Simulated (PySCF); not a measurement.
This PySCF input asks for the NMR shieldings of `C[S+](C)[GaH3-]`, C₂H₉GaS; the geometry comes from GFN2-xTB.

```python
import basis_set_exchange as bse
import numpy as np
from pyscf import gto, dft
from pyscf.prop import nmr

atoms = """
C    -0.379816    1.559996   -0.382148
S    -0.274963    0.364441    0.979729
C    -1.375988   -0.932293    0.344296
Ga    1.835800   -0.631243    0.149756
H     0.063626    1.137687   -1.285825
H    -1.422389    1.819719   -0.540973
H     0.179323    2.438904   -0.070861
H    -1.343842   -1.751102    1.058554
H    -2.384555   -0.534155    0.280265
H    -1.025973   -1.274900   -0.629119
H     2.747379    0.614401    0.181734
H     1.300171   -1.035977   -1.257794
H     2.076840   -1.774991    1.154657
"""
names = dict.fromkeys(["C", "S", "Ga", "H"], "pcSseg-1")
basis = {el: gto.basis.parse(bse.get_basis(n, elements=[el], fmt="nwchem")) for el, n in names.items()}
mol = gto.M(atom=atoms, basis=basis, charge=0, verbose=0)
mf = dft.RKS(mol, xc="PBE0")
mf.grids.level = 2
mf.grids.alignment = dft.numint.BLKSIZE   # the property module wants whole blocks of grid points
mf.conv_tol = 1e-9
mf.kernel()

calc = nmr.RKS(mf)   # GIAO
C = mf.mo_coeff
Co = C[:, mf.mo_occ > 0]
resp = mf.gen_response(singlet=True, hermi=2)
def vind(x):   # induced exchange potential for any number of trial vectors
    d = np.einsum("pi,xij,qj->xpq", C, 2 * x.reshape(-1, C.shape[1], Co.shape[1]), Co, optimize=True)
    return np.einsum("xpq,pi,qj->xij", resp(d - d.transpose(0, 2, 1)), C, Co, optimize=True).ravel()
mo1, _ = nmr.rhf.solve_mo1(calc, with_cphf=vind)
sigma = calc.kernel(mo1)
for i, s in enumerate(sigma):   # ppm
    w = np.linalg.eigvalsh((s + s.T) / 2)
    print("%2d %-2s iso %8.1f  s11 %8.1f  s22 %8.1f  s33 %8.1f" % (i, mol.atom_pure_symbol(i), w.mean(), *w))
```

Task: What are the results?

Result: 
```
 0 C  iso    158.6  s11    143.6  s22    145.1  s33    187.1
 1 S  iso    601.9  s11    462.4  s22    585.5  s33    757.8
 2 C  iso    158.1  s11    139.9  s22    147.0  s33    187.4
 3 Ga iso   1441.1  s11   1336.0  s22   1426.7  s33   1560.5
 4 H  iso     29.1  s11     23.6  s22     29.4  s33     34.2
 5 H  iso     29.7  s11     24.2  s22     26.9  s33     38.0
 6 H  iso     29.3  s11     24.7  s22     25.8  s33     37.4
 7 H  iso     29.3  s11     24.6  s22     26.2  s33     37.3
 8 H  iso     29.6  s11     24.0  s22     26.7  s33     38.0
 9 H  iso     29.3  s11     24.2  s22     29.1  s33     34.5
10 H  iso     27.3  s11     20.5  s22     24.0  s33     37.5
11 H  iso     27.6  s11     21.0  s22     25.5  s33     36.4
12 H  iso     27.3  s11     20.4  s22     23.5  s33     38.0
```

These numbers come from an equivalent density-fitted implementation of the same equations, which agrees with the script to about 0.01 ppm for H and up to a few tenths of a ppm for heavy atoms, so last digits may differ.

Relativistic effects, spin–orbit coupling among them, are left out; they matter for Ga and for the light atoms bonded to it.

Size and cost of the density-fitted run: 144 basis functions, 16 s wall time on 1 thread of an Arm Neoverse V1, shared host.
